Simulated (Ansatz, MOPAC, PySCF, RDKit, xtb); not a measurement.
Complex: CH5N (SMILES CN) (first 7 atoms) with CH2O2 (SMILES O=CO); geometry from B3LYP-D3(BJ)/def2-TZVP, rigid monomers moved along the line of their centres of mass till N2···H12 is 1.91 Å.
(charge 0, multiplicity 1):
```xyz
12

C      0.195     0.646     0.155
N     -0.560    -0.442     0.793
H      0.986     0.958     0.836
H     -0.470     1.494    -0.012
H      0.647     0.364    -0.801
H      0.056    -1.224     0.990
H     -1.303    -0.778     0.191
O      1.221    -0.127     3.617
C      0.204     0.255     4.149
O     -0.980     0.361     3.574
H      0.160     0.565     5.204
H     -0.906     0.055     2.602
```

| level | interaction energy (kJ/mol) | cost |
|---|---|---|
| UFF | 126.6 | - |
| GFN-FF | -47.3 | - |
| PM6 | -31.9 | - |
| GFN1-xTB | -46.8 | - |
| HF/STO-3G (no counterpoise) | -43.6 | - |
| HF/6-31G* | -47.9 | - |
| BP86/6-31G* (no counterpoise) | -65.5 | - |
| r2SCAN/def2-TZVPPD | -57.5 | ×1 |
| r2SCAN-D3(BJ)/def2-TZVPPD | -59.7 | ×1 |
| B3LYP/3-21G (no counterpoise) | -92.5 | - |
| B3LYP/6-31G* (no counterpoise) | -65.9 | - |
| B3LYP/6-311+G** (no counterpoise) | -54.4 | - |
| B3LYP/def2-TZVPPD | -49.8 | ×1 |
| B3LYP-D3(BJ)/def2-TZVPPD | -58.5 | ×1 |
| PBE0/def2-TZVPPD | -54.6 | ×1 |
| PBE0-D3(BJ)/def2-TZVPPD | -59.8 | ×1 |
| wB97M-V/def2-TZVPPD | -56.1 | ×3 |
| MP2/6-31G* | -54.4 | - |
| CCSD/aug-cc-pVDZ | -49.1 | - |
| CCSD(T)/aug-cc-pVDZ | -51.3 | ×20 |

The rows run from -92.5 (B3LYP/3-21G (no counterpoise)) to 126.6 kJ/mol (UFF). The dispersion term adds -2.2 in r2SCAN-D3(BJ), -8.7 in B3LYP-D3(BJ), -5.2 in PBE0-D3(BJ). The 4 functionals in def2-TZVPPD without D3 or D4 span 7.7, from r2SCAN to B3LYP.

Monomers are frozen at their geometry in the pair; levels with a basis set take the counterpoise correction. Rows marked so take none. RDKit's UFF carries no charges.

Cores are frozen in the correlated methods. Rows in 3-21G, 6-311+G**, 6-31G*, STO-3G carry no dispersion term and start afresh at each structure (6-31G* with six Cartesian d functions). MP2/6-31G* freezes PySCF's default core. The state that PM6 reach isn't checked.

Programs: Ansatz (a first-principles code) with Gaussian orbitals; MOPAC for PM6 (differences of heats of formation); PySCF for 3-21G rows, 6-311+G** rows, 6-31G* rows, STO-3G rows, the dispersion terms; RDKit for the force fields; xtb for the GFN methods. Values without a source in brackets are computed.

Costs are rough ratios of core time to PBE/def2-TZVPPD (about 12 s over the structures, on one shared machine); a dash marks a level with no comparable run of its own.
